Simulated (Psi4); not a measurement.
MP2, SCS-MP2 and SOS-MP2 from spin components

System: C₂H₉AlO₂Si, singlet, geometry from GFN2-xTB (such geometries of metal compounds can be far from the true shape). Level: MP2/def2-SV(P) (Psi4). Sums are taken with unrounded values, so a last digit can differ.

Psi4 was given this input:
```
memory 2 GB

molecule mol {
0 1
Si   -2.957833   -0.757743    0.144089
C    -1.062036   -0.805769    0.273933
C    -0.423914    0.489437   -0.228334
Al    1.585159    0.490426   -0.112333
O     2.325901   -0.851985    0.489485
O     2.356880    1.849241   -0.633342
H    -3.348169   -0.561064   -1.255175
H    -3.475685    0.355160    0.945500
H    -3.523180   -2.017006    0.635608
H    -0.671068   -1.649924   -0.296933
H    -0.764135   -0.981224    1.309217
H    -0.810411    1.342118    0.336004
H    -0.717663    0.675709   -1.264643
H     2.740673   -1.626955    0.836168
H     2.825684    2.615995   -0.925406
}

set {
  basis def2-sv(p)
  reference rhf
  freeze_core true
}

energy('mp2')
print_variables()
```

It gave an SCF energy of -761.274787 Eh, a same-spin correlation energy of -0.185574 Eh and an opposite-spin one of -0.568714 Eh.

Q: Work out the MP2, SCS-MP2 (6/5 and 1/3) and SOS-MP2 (1.3 and 0) correlation and total energies.

A: MP2: -0.568714 + (-0.185574) = -0.754288 Eh, total -762.029075 Eh, as the program printed. SCS-MP2: 1.2 × (-0.568714) + (-0.185574)/3 = -0.744315 Eh, total -762.019102 Eh. SOS-MP2: 1.3 × (-0.568714) = -0.739329 Eh, total -762.014115 Eh. Opposite spins carry 75 % of the MP2 correlation; same-spin pairs are already kept apart by exchange.
